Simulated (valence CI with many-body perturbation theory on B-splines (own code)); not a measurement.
**I21+: electric-dipole lines**

Method: configuration interaction combined with many-body perturbation theory (CI+MBPT): four valence electrons over a frozen Dirac-Fock core [Ar] 3d10, a basis of 11 s, 11 p, 10 d, 8 f, 5 g, 2 h functions for each j, with the one-electron correlation potential Σ1, the two-electron term Σ2, the three-electron term Σ3, Breit, model QED; selected CI, second order for the rest, scaled by the run's own slope (own B-spline code, finite nucleus).

No measured levels were compared; by estimate levels hold to about 250 cm⁻¹ or 0.2 % of their energy and the worst to 1 %, as in measured heavy ions of charge 2 to 7; those with d or f electrons hold less well. Among the levels kept, up to 460 cm⁻¹ of a level comes from second order outside the variational space, and about a tenth of that is noise between levels of different J, which matters for small intervals.

Lines 151 to 200 of 576 in falling wavelength, among levels below 2051100 cm⁻¹, chosen from the strongest by gf and those to the six lowest levels. Wavelengths and rates use the calculated energies, so an error of 1000 cm⁻¹ moves a line at 16.91 nm by 0.17 % and its rate by three times that or more. Electric multipoles are in the length gauge, E1 and E2 with the static RPA response of the core. Weak lines are less certain than strong ones. Lines between different terms over intervals too small for the method are left out, as are lines whose strength nearly cancels. Where a level lies close to another of its J and parity, the split of strength between their lines is uncertain. The highest levels of a list are the least certain.

Levels are named by their leading jj configuration (3d3/2^4 stands for four electrons in 3d with j = 3/2), which in mixed levels can hold well under half, so a name can repeat and another be missing. Letters in brackets count levels of one name in rising energy.

```tsv
λ vac (nm)	Upper	Lower	A (s⁻¹)	log gf	Branch %
16.91	(4s 4p1/2 4d5/2^2) J=3 [b]	(4s 4p3/2^2 4d3/2) J=4	9.30e+09	-0.55	3.9
16.90	(4s 4p3/2^2 4d5/2) J=3 [b]	(4s^2 4p3/2 4d5/2) J=4	4.36e+10	0.12	25.1
16.84	(4p1/2 4p3/2^3) J=1	(4s 4p1/2 4p3/2^2) J=2 [a]	1.58e+10	-0.69	27.6
16.83	(4s 4p1/2 4p3/2^2) J=1 [b]	(4s^2 4p1/2 4p3/2) J=2	9.45e+10	0.08	62.7
16.82	(4s 4p1/2 4p3/2 4d5/2) J=2 [d]	(4s^2 4p1/2 4d5/2) J=2	2.30e+10	-0.31	8.4
16.71	(4p1/2 4p3/2^2 4d5/2) J=4 [a]	(4s 4p1/2 4p3/2 4d5/2) J=4 [a]	7.95e+09	-0.52	17.5
16.70	(4p1/2^2 4p3/2 4d5/2) J=3	(4s 4p1/2^2 4d5/2) J=3	8.39e+09	-0.61	12.4
16.66	(4p1/2^2 4p3/2 4d3/2) J=1	(4s 4p1/2^2 4d3/2) J=1	2.23e+10	-0.56	25.1
16.63	(4s 4p3/2^2 4d5/2) J=2 [c]	(4s^2 4p3/2 4d5/2) J=3	7.91e+10	0.21	20.3
16.59	(4s 4p3/2^3) J=1	(4s^2 4p3/2^2) J=2	7.06e+10	-0.06	45.1
16.53	(4s 4p3/2^2 4d5/2) J=3 [c]	(4s^2 4p3/2 4d5/2) J=4	4.12e+10	0.07	22.2
16.46	(4s 4p1/2 4p3/2 4d3/2) J=1 [c]	(4s 4p3/2^3) J=2	2.80e+10	-0.47	18.4
16.45	(4s 4p3/2^2 4d5/2) J=2 [b]	(4s^2 4p3/2 4d3/2) J=2	2.09e+10	-0.37	14.4
16.44	(4p1/2^2 4p3/2 4d5/2) J=2	(4s 4p1/2^2 4d3/2) J=2	1.71e+10	-0.46	19.8
16.43	(4s^2 4p1/2 4d5/2) J=2	(4s^2 4p3/2^2) J=2	4.39e+09	-1.05	2.5
16.36	(4s 4p1/2 4p3/2 4d3/2) J=2 [d]	(4s^2 4p1/2 4d3/2) J=2	3.48e+10	-0.16	18.5
16.33	(4p3/2^3 4d3/2) J=2	(4s 4p3/2^2 4d3/2) J=3	9.44e+09	-0.72	4.1
16.32	(4p3/2^3 4d5/2) J=4 [b]	(4s 4p1/2 4p3/2 4d5/2) J=3 [d]	8.00e+09	-0.54	11.3
16.31	(4s 4p1/2 4p3/2^2) J=1 [b]	(4s^2 4p1/2 4p3/2) J=1	3.11e+10	-0.43	20.6
16.21	(4s^2 4p1/2 4d3/2) J=1	(4s^2 4p3/2^2) J=2	2.45e+10	-0.54	8.2
16.20	(4s 4p1/2 4p3/2 4d5/2) J=2 [d]	(4s^2 4p1/2 4d5/2) J=3	1.03e+10	-0.69	3.8
16.18	(4s 4p3/2^2 4d5/2) J=1 [b]	(4s^2 4p3/2 4d5/2) J=2	5.67e+10	-0.18	14.8
16.18	(4s 4p1/2 4p3/2 4f5/2) J=4 [a]	(4s 4p3/2^2 4d5/2) J=5	7.36e+09	-0.59	4.2
15.87	(4p3/2^3 4d5/2) J=4 [b]	(4s 4p1/2 4p3/2 4d5/2) J=4 [b]	6.52e+09	-0.65	9.2
15.78	(4s 4p3/2^2 4d3/2) J=0	(4s^2 4p3/2 4d3/2) J=1	9.33e+10	-0.46	21.6
15.73	(4s 4p3/2^3) J=2	(4s^2 4p1/2 4p3/2) J=2	9.53e+08	-1.75	6.3
15.71	(4s^2 4d5/2^2) J=4	(4s^2 4p3/2 4d5/2) J=3	1.81e+10	-0.22	17.8
15.59	(4s 4p1/2 4d3/2 4d5/2) J=5	(4s 4p1/2 4p3/2 4d5/2) J=4 [b]	7.12e+09	-0.54	19.9
15.57	(4p3/2^3 4d5/2) J=3 [b]	(4s 4p3/2^2 4d5/2) J=4 [a]	1.04e+10	-0.58	8.3
15.56	(4s^2 4d3/2 4d5/2) J=3	(4s^2 4p3/2 4d5/2) J=3	1.01e+10	-0.59	3.1
15.45	(4s 4p1/2 4p3/2 4f5/2) J=4 [a]	(4s 4p1/2 4p3/2 4d5/2) J=3 [d]	8.50e+09	-0.56	4.8
15.43	(4s 4p1/2 4p3/2 4d5/2) J=1 [a]	(4s 4p1/2 4p3/2^2) J=2 [b]	2.53e+10	-0.57	15.8
15.42	(4s 4p1/2 4d5/2^2) J=3 [b]	(4s 4p1/2 4p3/2 4d5/2) J=2 [b]	8.28e+09	-0.68	3.5
15.27	(4s 4p3/2^3) J=2	(4s^2 4p1/2 4p3/2) J=1	2.57e+08	-2.35	1.7
15.27	(4p3/2^3 4d5/2) J=4 [a]	(4s 4p1/2 4p3/2 4d3/2) J=3 [b]	9.24e+09	-0.54	20.9
15.21	(4s 4p1/2 4d3/2 4d5/2) J=5	(4s 4p1/2 4p3/2 4d3/2) J=4 [b]	9.92e+09	-0.42	27.7
15.16	(4s 4p1/2^2 4d3/2) J=1	(4s 4p1/2^2 4p3/2) J=2	1.12e+09	-1.94	17.2
15.11	(4s^2 4p1/2 4d3/2) J=2	(4s^2 4p1/2 4p3/2) J=2	2.39e+10	-0.39	54.7
15.05	(4s^2 4p1/2 4f7/2) J=4	(4s^2 4p3/2 4d5/2) J=4	1.83e+10	-0.25	15.5
15.04	(4s 4p1/2 4p3/2^2) J=1 [a]	(4s^2 4p1/2^2) J=0	5.44e+09	-1.26	13.5
14.91	(4s^2 4p3/2 4d3/2) J=1	(4s^2 4p3/2^2) J=0	7.22e+08	-2.14	0.3
14.90	(4s 4p1/2 4d3/2 4d5/2) J=4 [c]	(4s 4p1/2 4p3/2 4d3/2) J=3 [b]	9.03e+09	-0.57	9.2
14.85	(4s 4p1/2^2 4d3/2) J=2	(4s 4p1/2^2 4p3/2) J=2	1.10e+10	-0.74	71.7
14.80	(4s 4p1/2 4d3/2 4d5/2) J=2 [c]	(4s 4p1/2 4p3/2 4d3/2) J=3 [b]	1.97e+10	-0.49	12.1
14.77	(4s 4p1/2 4p3/2 4f7/2) J=5 [a]	(4s 4p1/2 4p3/2 4d3/2) J=4 [b]	7.09e+09	-0.59	4.3
14.69	(4p3/2^3 4d5/2) J=3 [b]	(4s 4p1/2 4p3/2 4d5/2) J=4 [b]	1.19e+10	-0.57	9.4
14.69	(4s^2 4p1/2 4d3/2) J=2	(4s^2 4p1/2 4p3/2) J=1	5.80e+09	-1.03	13.3
14.57	(4s 4p1/2 4d3/2 4d5/2) J=4 [c]	(4s 4p1/2 4p3/2 4d5/2) J=3 [b]	6.79e+09	-0.71	6.9
14.56	(4s 4p1/2 4d5/2^2) J=3 [b]	(4s 4p1/2 4p3/2 4d5/2) J=3 [c]	2.10e+10	-0.33	8.8
14.47	(4p1/2^2 4p3/2 4d5/2) J=2	(4p1/2^2 4p3/2^2) J=2	1.80e+10	-0.55	20.9
```
